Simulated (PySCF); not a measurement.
Bond curve of TeAs

Set-up: basis Te def2-SVP with ECP28, As def2-SVP; scalar-relativistic core potentials; PySCF 2.14. Energies in eV from Te + As in their ground configurations at the same level. State: ²Π (doublet), unpaired electrons π ↑.

All columns are PBE0. A positive dipole means Te(−)As(+).

```tsv
R (Å)	E (eV)	μ (D)	Mulliken charge on Te (basis-dependent)	HOMO (eV)	LUMO (eV)	Mayer bond order	⟨S²⟩
2.029	-1.197	-0.54	0.03	-4.80	-3.06	2.36	0.75
2.123	-2.124	-0.37	0.00	-5.01	-3.27	2.35	0.75
2.217	-2.619	-0.18	-0.02	-5.20	-3.49	2.34	0.76
2.288	-2.785	-0.03	-0.03	-5.34	-3.64	2.33	0.76
2.359	-2.822	0.13	-0.04	-5.48	-3.79	2.31	0.77
2.430	-2.767	0.27	-0.05	-5.59	-3.93	2.25	0.82
2.524	-2.606	0.41	-0.06	-5.71	-4.03	2.04	1.00
2.642	-2.341	0.53	-0.06	-5.82	-4.07	1.76	1.24
2.784	-1.989	0.69	-0.07	-5.90	-4.05	1.49	1.45
2.972	-1.522	0.91	-0.08	-5.95	-3.99	1.21	1.65
```

A fit through these points gives, at Re = 2.348 Å, μ = 0.10 D and dμ/dR = 2.18 D/Å; the reduced mass is 47.52 u.

Problem. How strong is the fundamental in the double-harmonic approximation, I = 42.26·(dμ/dR)²/μred km/mol?

Solution. I = 42.26·(2.18)²/47.52 = 4.23 km/mol at PBE0.

⟨S²⟩ of the unrestricted solution departs from its pure value on part of the curve, where spin states mix. Spin–orbit coupling is left out, which matters for elements this heavy, above all for dissociation energies. The state was picked by a PBE0 search and need not be the measured ground state.
